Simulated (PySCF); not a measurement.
BF₃ (SMILES FB(F)F), singlet, at a GFN2-xTB geometry; PBE/6-31G** (PySCF).

Here is a job for PySCF.
```python
from pyscf import gto, scf, dft

mol = gto.Mole()
mol.atom = '''
    B    -0.000000    0.000000   -0.000000
    F    -0.006598    1.300362   -0.000881
    F     1.129442   -0.644465    0.003252
    F    -1.122844   -0.655897   -0.002371
'''
mol.basis = '6-31g**'
mol.charge = 0
mol.spin = 0
mol.verbose = 4
mol.build()

mf = dft.RKS(mol)
mf.xc = 'pbe'
mf.grids.atom_grid = (99, 590)
mf.grids.prune = None
mf.kernel()
```

Task: What does PySCF print? Leave out banner, timings and long lists.

Result: 
```
PySCF version 2.14.0

[INPUT] verbose = 4
[INPUT] num. atoms = 4
[INPUT] num. electrons = 32
[INPUT] charge = 0
[INPUT] spin (= nelec alpha-beta = 2S) = 0
[INPUT] symmetry False subgroup None
[INPUT] Mole.unit = angstrom
[INPUT] Symbol           X                Y                Z      unit          X                Y                Z       unit  Magmom
[INPUT]  1 B      0.000000000000   0.000000000000   0.000000000000 AA    0.000000000000   0.000000000000   0.000000000000 Bohr   0.0
[INPUT]  2 F     -0.006598000000   1.300362000000  -0.000881000000 AA   -0.012468412970   2.457328042792  -0.001664848716 Bohr   0.0
[INPUT]  3 F      1.129442000000  -0.644465000000   0.003252000000 AA    2.134336053581  -1.217862346868   0.006145389357 Bohr   0.0
[INPUT]  4 F     -1.122844000000  -0.655897000000  -0.002371000000 AA   -2.121867640611  -1.239465695924  -0.004480540641 Bohr   0.0

nuclear repulsion = 112.029218780871
number of shells = 24
number of NR pGTOs = 108
number of NR cGTOs = 56
basis = 6-31g**
ecp = {}

******** <class 'pyscf.dft.rks.RKS'> ********
method = RKS
initial guess = minao
damping factor = 0
level_shift factor = 0
DIIS = <class 'pyscf.scf.diis.CDIIS'>
diis_start_cycle = 1
diis_space = 8
diis_damp = 0
SCF conv_tol = 1e-09
SCF conv_tol_grad = None
SCF max_cycles = 50
direct_scf = True
direct_scf_tol = 1e-13
XC library pyscf.dft.libxc version 7.1.2
    S. Lehtola, C. Steigemann, M. J. T. Oliveira, and M. A. L. Marques,  SoftwareX 7, 1–5 (2018)
XC functionals = pbe
    J. P. Perdew, K. Burke, and M. Ernzerhof,  Phys. Rev. Lett. 77, 3865 (1996)
    J. P. Perdew, K. Burke, and M. Ernzerhof,  Phys. Rev. Lett. 78, 1396 (1997)
    J. P. Perdew, K. Burke, and M. Ernzerhof,  Phys. Rev. Lett. 77, 3865 (1996)
    J. P. Perdew, K. Burke, and M. Ernzerhof,  Phys. Rev. Lett. 78, 1396 (1997)
radial grids:
    Treutler-Ahlrichs [JCP 102, 346 (1995); DOI:10.1063/1.469408] (M4) radial grids

becke partition: Becke, JCP 88, 2547 (1988); DOI:10.1063/1.454033
pruning grids: None
grids dens level: 3
symmetrized grids: False
atomic radii adjust function: <function treutler_atomic_radii_adjust>
User specified grid scheme (99, 590)
small_rho_cutoff = 0
Set gradient conv threshold to 3.16228e-05
Initial guess from minao.
tot grids = 233640
init E= -324.627253504422
  HOMO = -0.452423888674425  LUMO = -0.0220117805007982  gap/eV = 11.71211
cycle= 1 E= -324.119869025377  delta_E= 0.507  |g|= 0.802  |ddm|= 2.17
  HOMO = -0.235123013887334  LUMO = 0.0392026970749346  gap/eV = 7.46478
cycle= 2 E= -323.926185100738  delta_E= 0.194  |g|= 1.38  |ddm|= 1.06
  HOMO = -0.338034791250156  LUMO = 0.0241207192870352  gap/eV = 9.85475
cycle= 3 E= -324.219008257575  delta_E= -0.293  |g|= 0.0303  |ddm|= 0.685
  HOMO = -0.342550682335402  LUMO = 0.0152337117188308  gap/eV = 9.73581
cycle= 4 E= -324.219226681762  delta_E= -0.000218  |g|= 0.00852  |ddm|= 0.035
  HOMO = -0.341575149642542  LUMO = 0.0164646011575189  gap/eV = 9.74276
cycle= 5 E= -324.219241084189  delta_E= -1.44e-05  |g|= 0.00115  |ddm|= 0.00561
  HOMO = -0.341627555012823  LUMO = 0.0164836375743826  gap/eV = 9.74470
cycle= 6 E= -324.21924129687  delta_E= -2.13e-07  |g|= 0.000143  |ddm|= 0.00065
  HOMO = -0.341640741986101  LUMO = 0.016477741215418  gap/eV = 9.74490
cycle= 7 E= -324.219241300072  delta_E= -3.2e-09  |g|= 1.33e-06  |ddm|= 6.95e-05
  HOMO = -0.3416406260567  LUMO = 0.0164778318895533  gap/eV = 9.74490
cycle= 8 E= -324.219241300071  delta_E= 3.98e-13  |g|= 2.27e-06  |ddm|= 1.91e-06
  HOMO = -0.341640620068266  LUMO = 0.0164778380672947  gap/eV = 9.74490
Extra cycle  E= -324.219241300069  delta_E= 2.61e-12  |g|= 4.46e-06  |ddm|= 3.53e-06
converged SCF energy = -324.219241300069
```
